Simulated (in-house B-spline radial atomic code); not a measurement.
Configurations of Cr+, with energies counted from [Ar] 3d5. Level of theory: scalar-relativistic (X2C) CAM-B3LYP, spin-polarised, spherical fractional occupations, exact exchange averaged over the configuration, Fermi nucleus of rms radius 3.6452 fm; calculated with an all-electron radial atomic-structure program (B-spline basis). Shells without spins written out take the highest spin.

Occupations are held fixed; configurations that lie above the ionisation limit could autoionise.

| configuration | E - E(ref) (eV) | highest orbital | its <r> (bohr) |
| --- | --- | --- | --- |
| [Ar] 3d4 4s1 | 1.5442 | 4s up | 2.874 |
| [Ar] 3d4 4f1 | 13.384 | 4f up | 8.779 |
| [Ne] 3s2 3p5 3d5 4p1 | 44.638 | 4p up | 3.492 |
| [Ne] 3s2 3p5 3d5 4d1 | 49.722 | 4d up | 5.677 |

Task: Order these further configurations by energy, lowest first.
A. [Ar] 3d4 4p1
B. [Ne] 3s2 3p5 3d5 4f1
C. [Ne] 3s2 3p5 3d6
D. [Ne] 3s2 3p5 3d5 4s1

Result: A (6.0802 eV), D (40.031 eV), C (42.121 eV), B (52.046 eV).
